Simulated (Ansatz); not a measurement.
Species: C$_{2}$H$_{3}$N, charge 0, multiplicity 1. SMILES: [C-]#[N+]C
Structure (B3LYP-D3(BJ)/def2-TZVP (Ansatz, a quantum-chemistry and plane-wave program) minimum search):
```
C
H 1 1.0897
H 1 1.0897 2 109.15
H 1 1.0897 2 109.15 3 119.22
N 1 1.4180 2 109.79 3 -120.39
C 5 1.1645 3 150.15 1 180.00
```
Charge 0, spin multiplicity 1.

Property: size of the dipole moment, in D. Set-up: non-relativistic; LANL2DZ all-electron up to Ne; 6-31G* and kin with 6d, 5d where marked; dispersion terms only where a functional's name holds one; 6-311+G** with 5d; no spin-orbit coupling. Ab initio and DFT rows: single points at B3LYP-D3(BJ) geometries (Ansatz).

Measured values: NIST CCCBDB, as tabulated in the package chemicals; dipoles are vibrational averages. 

Value to compare with, the measured value: 3.85 D.

```json
[
 {"level": "B3LYP/STO-3G", "program": "Ansatz", "size of the dipole moment (D)": "3.17", "error": "-0.68"},
 {"level": "B3LYP/3-21G", "program": "Ansatz", "size of the dipole moment (D)": "3.75", "error": "-0.10"},
 {"level": "B3LYP/LANL2DZ", "program": "Ansatz", "size of the dipole moment (D)": "4.01", "error": "0.16"},
 {"level": "B3LYP/6-31G", "program": "Ansatz", "size of the dipole moment (D)": "3.72", "error": "-0.13"},
 {"level": "B3LYP/6-31G*", "program": "Ansatz", "size of the dipole moment (D)": "3.66", "error": "-0.19"},
 {"level": "B3LYP/6-31+G*", "program": "Ansatz", "size of the dipole moment (D)": "3.89", "error": "0.04"},
 {"level": "B3LYP/6-31G**", "program": "Ansatz", "size of the dipole moment (D)": "3.67", "error": "-0.18"},
 {"level": "B3LYP/def2-SVP", "program": "Ansatz", "size of the dipole moment (D)": "3.89", "error": "0.04"},
 {"level": "B3LYP/cc-pVDZ", "program": "Ansatz", "size of the dipole moment (D)": "3.82", "error": "-0.03"},
 {"level": "B3LYP/6-311+G**", "program": "Ansatz", "size of the dipole moment (D)": "3.93", "error": "0.08"}
]
```

Among the 10 habitual levels, B3LYP/STO-3G lies farthest from the measured value (-0.68 D); 4 of 10 lie above it, and their mean absolute error is 0.16 D, the median 0.12. One case shows no general order.

The sets are all those run for this method; runs whose electronic state is in doubt are left out.
